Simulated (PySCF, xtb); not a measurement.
CH4O3, SMILES OC(O)O. One conformer was computed; it need not be the lowest.

Harmonic wavenumbers (cm⁻¹) from xtb with GFN2-xTB at its own minimum, in rising order: 169, 297, 407, 447, 525, 607, 967, 1032, 1060, 1187, 1198, 1277, 1343, 1351, 2820, 3498, 3553, 3557.

Q: What does PBE-D3(BJ)/def2-SVP in PySCF give at its own minimum? (An estimate is asked for; the answer gives what the named calculation found.)

A: 172, 375, 386, 504, 575, 639, 978, 1030, 1054, 1202, 1262, 1297, 1393, 1401, 2882, 3633, 3730, 3730. Paired by order, the mean absolute difference is 56 cm⁻¹ and the zero-point energies are 36.2 and 37.5 kcal/mol.
